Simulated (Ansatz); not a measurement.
A structure relaxed at PBE0-D4/def2-TZVP, charge 0, multiplicity 2:

```xyz
9

C     0.978   -0.829    0.861
O     0.538    0.497    0.643
Si   -0.200    1.063   -0.693
F    -0.512    2.589   -0.352
S    -1.993   -0.076   -0.983
H     1.963   -0.984    0.413
H     1.052   -0.982    1.938
H     0.279   -1.561    0.446
H    -2.105    0.283   -2.272
```

Task: Give its formula and SMILES.

Result: CH4FOSSi, `CO[Si](F)S`.

Task: Summarise the bond lengths by kind.

Result: 1 × C–O 1.413 Å; 3 × C–H 1.090 to 1.094 Å; 1 × O–Si 1.627 Å; 1 × F–Si 1.595 Å; 1 × S–Si 2.144 Å; 1 × H–S 1.343 Å.

Results of the Gaussian-basis code of Ansatz.
